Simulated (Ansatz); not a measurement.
Born–Oppenheimer molecular dynamics of C$_{2}$H$_{10}$Al$_{2}$Si (15 atoms, charge 0, multiplicity 1). It starts from a relaxed structure.

Computed with Ansatz 0.2.0, UHF/6-31G.

- ensemble: NVT, Langevin thermostat
- time step: 0.5 fs
- steps asked: 266
- set temperature: 1500 K
- friction: 0.02 /fs
- seed: 671105

Frames 10 fs apart, positions in Å, forces in eV/Å.

Velocities at 5.0 fs (Å/ps):

```
C -9.50 -9.61 -4.23
C -10.99 8.60 11.24
Al 0.46 -7.87 1.85
Al 11.29 6.02 -0.34
Si 1.57 -0.60 -3.76
H 12.67 0.68 9.19
H -10.10 -7.34 3.33
H -3.23 16.52 -9.44
H 2.96 -27.29 -7.04
H -6.62 18.61 9.75
H -8.88 31.35 -20.95
H 23.27 -31.08 21.14
H -11.24 -50.40 -25.13
H -0.92 -24.56 1.96
H 16.62 -5.68 -22.61
```

```xyz
15
Properties=species:S:1:pos:R:3:forces:R:3 time_fs=5.0 energy_less_start_eV=1.324 T=622
C -0.340 -1.357 2.070 -0.36 0.46 0.50
C 0.757 -1.887 1.263 2.08 0.09 -3.31
Al 0.967 -1.230 -0.680 0.61 0.33 -0.62
Al -0.659 0.576 -1.720 -0.60 -0.97 0.05
Si -0.451 3.020 -1.652 -1.90 0.07 0.78
H 0.006 -0.345 2.262 -1.78 0.71 -0.28
H -0.240 -1.780 3.046 -0.87 -0.66 0.71
H -1.330 -1.595 1.592 0.98 1.16 1.07
H 0.655 -2.926 1.063 0.55 -1.20 0.56
H 1.735 -1.594 1.663 -0.18 -0.86 0.27
H 2.300 -1.685 -1.738 -0.99 0.11 1.04
H -2.049 -0.041 -2.425 0.52 0.37 0.19
H -0.662 3.389 -3.103 0.03 0.46 0.38
H -1.738 3.596 -0.666 2.09 -0.53 -1.46
H 0.928 3.374 -1.204 -0.18 0.46 0.12
15
Properties=species:S:1:pos:R:3:forces:R:3 time_fs=15.0 energy_less_start_eV=1.524 T=817
C -0.430 -1.408 2.114 -2.01 -0.66 -1.65
C 0.775 -1.854 1.219 -0.26 -1.83 2.68
Al 0.985 -1.279 -0.648 -0.47 1.80 -0.09
Al -0.549 0.614 -1.712 0.30 -1.56 1.02
Si -0.447 3.011 -1.681 0.66 -0.85 -0.18
H -0.423 -0.403 2.225 1.14 3.54 1.25
H -0.670 -1.845 3.095 1.06 -0.36 -0.64
H -1.418 -1.361 1.599 0.64 -1.46 -0.29
H 0.748 -2.924 1.305 -0.52 -1.24 -1.04
H 1.681 -1.834 1.843 0.20 1.37 -0.37
H 2.163 -1.419 -1.689 0.65 -0.81 0.01
H -1.814 -0.202 -2.216 -0.61 0.23 -0.52
H -0.644 3.299 -3.073 -0.61 0.77 -1.21
H -1.484 3.476 -0.785 -0.54 0.74 0.48
H 0.910 3.518 -1.453 0.38 0.33 0.55
15
Properties=species:S:1:pos:R:3:forces:R:3 time_fs=25.0 energy_less_start_eV=1.223 T=1007
C -0.553 -1.380 2.135 2.18 -6.56 -2.65
C 0.841 -1.921 1.266 -2.92 1.31 0.39
Al 1.018 -1.266 -0.651 0.44 0.25 0.39
Al -0.497 0.593 -1.638 -1.24 -0.43 -0.91
Si -0.462 3.056 -1.732 0.12 1.11 -0.44
H -0.591 -0.416 2.430 -0.31 3.24 0.03
H -0.611 -2.008 3.036 0.15 0.36 -0.31
H -1.290 -1.833 1.431 -0.29 1.60 1.07
H 0.697 -3.007 1.218 0.60 0.29 0.43
H 1.728 -1.603 1.765 0.71 -0.41 0.58
H 2.340 -1.733 -1.519 -0.41 -0.03 0.22
H -1.911 0.153 -2.518 0.85 0.10 0.58
H -0.938 3.619 -3.131 0.70 -0.53 0.96
H -1.606 3.594 -0.845 0.80 -0.15 -0.06
H 0.971 3.630 -1.355 -1.38 -0.16 -0.27
15
Properties=species:S:1:pos:R:3:forces:R:3 time_fs=35.0 energy_less_start_eV=1.409 T=1086
C -0.603 -1.544 2.050 -0.74 0.23 1.74
C 0.656 -1.847 1.337 1.06 -2.54 -4.13
Al 1.063 -1.181 -0.656 -0.64 -0.93 2.08
Al -0.515 0.502 -1.623 1.00 2.04 -0.12
Si -0.474 3.123 -1.791 -1.47 0.00 2.22
H -0.629 -0.522 2.253 -0.05 1.98 0.51
H -0.493 -2.001 3.045 -1.01 -0.11 -0.40
H -1.619 -1.697 1.605 1.47 -0.87 0.05
H 0.793 -2.951 1.266 -0.58 0.39 -0.49
H 1.599 -1.683 1.792 0.46 1.31 1.46
H 2.267 -1.932 -1.349 0.33 0.00 -0.27
H -1.681 0.425 -2.565 -1.55 -0.78 -0.92
H -1.062 3.736 -2.994 -0.10 -0.15 -0.61
H -1.528 3.686 -0.632 1.09 -0.79 -1.18
H 0.714 3.920 -1.475 0.74 0.21 0.07
15
Properties=species:S:1:pos:R:3:forces:R:3 time_fs=45.0 energy_less_start_eV=2.063 T=1181
C -0.642 -1.644 2.109 -2.30 0.82 -2.32
C 0.611 -1.804 1.161 -0.59 -1.36 2.93
Al 1.091 -1.156 -0.621 -0.41 -0.55 -0.10
Al -0.553 0.459 -1.642 -0.63 1.51 -2.61
Si -0.439 3.185 -1.768 1.45 -0.41 -1.33
H -0.714 -0.571 2.376 -0.34 -0.82 -0.01
H -0.844 -2.249 3.013 1.53 0.18 -0.55
H -1.490 -1.921 1.470 -0.42 0.58 0.47
H 0.761 -2.911 1.092 0.87 1.01 0.45
H 1.237 -1.272 1.874 2.03 -0.91 -0.49
H 2.308 -1.972 -1.370 -0.28 0.46 0.26
H -1.703 0.022 -3.005 0.98 0.32 1.63
H -0.920 3.731 -3.095 -0.51 -0.39 0.24
H -1.203 3.604 -0.658 -1.63 0.64 1.32
H 0.697 4.220 -1.615 0.25 -1.05 0.10
15
Properties=species:S:1:pos:R:3:forces:R:3 time_fs=55.0 energy_less_start_eV=2.476 T=862
C -0.746 -1.661 2.075 3.46 -0.60 -1.41
C 0.694 -1.817 1.142 1.08 -0.18 2.68
Al 1.056 -1.217 -0.571 0.33 1.44 -2.69
Al -0.618 0.512 -1.714 1.74 1.01 0.67
Si -0.447 3.225 -1.658 -1.49 -0.72 -1.84
H -0.840 -0.715 2.666 0.30 -1.06 -1.10
H -0.427 -2.473 2.689 -1.29 -0.32 1.30
H -1.645 -1.922 1.499 0.70 0.37 0.30
H 1.170 -2.826 1.044 -1.94 -0.44 0.57
H 1.681 -1.477 1.657 -2.01 0.66 0.19
H 2.484 -1.798 -1.327 -0.90 0.34 0.53
H -1.317 -0.231 -2.875 -0.97 -0.04 -0.76
H -1.146 3.422 -3.163 0.95 0.15 1.81
H -1.458 3.899 -0.675 0.99 -0.28 -0.55
H 0.974 3.845 -1.739 -0.96 -0.34 0.31
15
Properties=species:S:1:pos:R:3:forces:R:3 time_fs=65.0 energy_less_start_eV=1.976 T=1296
C -0.574 -1.828 1.987 -5.61 2.98 2.10
C 0.684 -1.916 1.296 3.31 -1.65 0.40
Al 1.011 -1.236 -0.616 -0.98 0.80 1.54
Al -0.648 0.568 -1.798 0.09 -0.32 -0.46
Si -0.477 3.174 -1.625 -3.74 -0.52 1.59
H -0.679 -0.854 2.527 -0.20 -0.74 -0.38
H -0.859 -2.591 2.740 1.02 0.29 -0.38
H -1.470 -1.865 1.315 0.81 0.13 0.30
H 0.660 -3.019 1.337 2.14 -0.01 -1.12
H 1.544 -1.548 2.023 -1.53 -0.98 -1.88
H 2.474 -1.513 -1.053 0.70 -0.24 -0.54
H -1.449 -0.096 -3.136 0.19 0.57 0.72
H -1.186 3.724 -2.733 -0.13 0.28 -1.93
H -1.213 4.240 -0.698 0.83 -1.41 0.17
H 0.873 3.371 -1.600 3.09 0.82 -0.12
15
Properties=species:S:1:pos:R:3:forces:R:3 time_fs=75.0 energy_less_start_eV=2.049 T=1655
C -0.636 -1.914 1.937 0.42 1.85 1.24
C 0.768 -2.198 1.409 2.67 2.73 -2.00
Al 0.978 -1.185 -0.639 1.70 -0.17 1.78
Al -0.656 0.521 -1.871 -0.42 1.02 -0.31
Si -0.511 3.098 -1.633 2.29 -0.40 -1.21
H -0.683 -0.867 2.424 0.68 -1.89 -0.38
H -0.876 -2.637 2.700 -0.84 -0.05 -0.03
H -1.396 -1.739 1.190 -0.25 -1.20 -0.23
H 1.201 -3.159 1.090 -1.40 -0.17 0.81
H 1.588 -1.763 2.113 -1.64 -0.64 -1.48
H 2.677 -1.190 -1.167 -1.58 -0.08 0.18
H -1.603 0.589 -3.185 0.09 -0.80 0.02
H -0.654 3.944 -2.974 -0.29 -0.82 1.20
H -0.739 3.913 -0.457 -0.76 0.51 0.69
H 1.062 3.067 -1.494 -0.64 0.11 -0.27
15
Properties=species:S:1:pos:R:3:forces:R:3 time_fs=85.0 energy_less_start_eV=2.980 T=956
C -0.670 -2.027 1.926 2.71 -0.05 0.09
C 0.940 -2.320 1.334 -2.04 0.66 0.59
Al 0.968 -1.137 -0.633 -0.49 -0.97 2.16
Al -0.696 0.488 -1.940 -0.75 1.12 0.39
Si -0.507 3.054 -1.607 2.88 -1.01 0.12
H -0.603 -1.024 2.405 -0.63 -0.68 -1.12
H -1.210 -2.650 2.629 1.39 -0.74 0.88
H -1.329 -2.188 1.114 -0.52 1.22 -1.23
H 1.126 -3.426 1.110 -0.24 1.83 0.45
H 1.675 -1.929 2.139 -1.22 -0.85 -1.80
H 2.274 -1.204 -1.456 0.88 -0.11 -0.49
H -1.742 0.649 -3.152 0.13 -0.93 -0.26
H -0.071 3.677 -2.974 -1.26 0.29 0.82
H -0.643 3.862 -0.308 -0.34 0.06 -0.92
H 1.046 2.701 -1.439 -0.51 0.16 0.33
15
Properties=species:S:1:pos:R:3:forces:R:3 time_fs=95.0 energy_less_start_eV=2.411 T=1197
C -0.583 -2.143 1.861 1.38 2.76 2.75
C 0.871 -2.383 1.315 -0.08 0.35 0.00
Al 0.966 -1.120 -0.594 0.28 -1.69 -0.60
Al -0.727 0.482 -1.985 -1.23 0.29 0.29
Si -0.439 2.980 -1.593 -0.66 -0.88 0.44
H -0.808 -1.055 2.143 0.95 -1.45 0.29
H -0.809 -2.780 2.800 -0.12 0.92 -2.36
H -1.169 -2.146 1.000 -1.90 -1.70 -0.74
H 0.842 -3.514 1.282 1.14 1.46 -0.98
H 1.737 -2.053 1.972 -1.46 -0.54 -0.70
H 2.045 -1.311 -2.006 -0.40 -0.01 1.51
H -1.804 0.225 -3.279 0.81 -0.25 0.72
H -0.534 3.594 -2.925 0.25 0.53 -0.33
H -0.911 3.912 -0.508 -0.38 -0.29 -0.24
H 0.916 2.688 -1.155 1.44 0.49 -0.05
15
Properties=species:S:1:pos:R:3:forces:R:3 time_fs=105.0 energy_less_start_eV=1.791 T=1367
C -0.524 -2.249 1.749 -2.14 -1.80 6.95
C 0.759 -2.410 1.204 5.40 2.25 -3.62
Al 0.964 -1.176 -0.537 -1.15 0.06 0.00
Al -0.766 0.465 -2.009 0.72 -0.26 1.55
Si -0.326 2.921 -1.560 -0.06 1.29 -0.99
H -0.680 -1.268 2.234 -0.42 -0.76 -0.67
H -0.697 -3.079 2.638 0.58 2.23 -1.44
H -1.286 -2.604 1.162 -1.94 0.33 -2.00
H 0.941 -3.311 0.683 0.00 -1.46 -0.08
H 1.692 -2.213 1.791 -1.41 -0.23 0.04
H 2.048 -1.384 -1.682 0.71 -0.29 0.06
H -1.742 -0.265 -3.020 -0.25 0.18 -0.35
H -0.455 3.823 -2.837 0.57 -0.77 0.46
H -1.292 3.828 -0.777 0.44 -0.85 0.35
H 1.143 3.013 -1.016 -1.07 0.10 -0.27
15
Properties=species:S:1:pos:R:3:forces:R:3 time_fs=115.0 energy_less_start_eV=2.167 T=1329
C -0.640 -2.470 1.783 2.67 -0.40 -0.08
C 0.859 -2.447 0.897 -3.13 -2.00 6.44
Al 0.959 -1.210 -0.494 1.77 0.89 -2.78
Al -0.794 0.429 -2.010 1.19 -0.42 1.32
Si -0.213 2.898 -1.519 0.71 -0.15 -0.55
H -0.694 -1.505 2.245 0.12 0.19 0.91
H -0.746 -3.329 2.568 0.29 1.83 -2.01
H -1.391 -2.417 1.061 -1.63 -0.87 -0.85
H 0.905 -3.440 0.530 0.20 -1.00 -1.15
H 1.462 -2.583 1.840 0.58 1.11 -1.67
H 2.600 -1.582 -1.238 -1.51 0.68 0.45
H -1.964 -0.339 -2.827 0.14 0.50 -0.06
H -0.102 3.782 -2.696 -0.07 0.07 -0.57
H -1.323 3.424 -0.783 -1.32 0.43 0.73
H 0.950 3.405 -0.679 -0.02 -0.86 -0.14
```

Of the whole run (133 fs, mean temperature of the second half 1364 K): A run of 0.13 ps of so small a system gives no equilibrium averages. Limits of this set-up: no polarisation functions.

The run took 14 min on 2 threads of Arm Neoverse N1, on a shared host, peak memory 0.22 GiB.
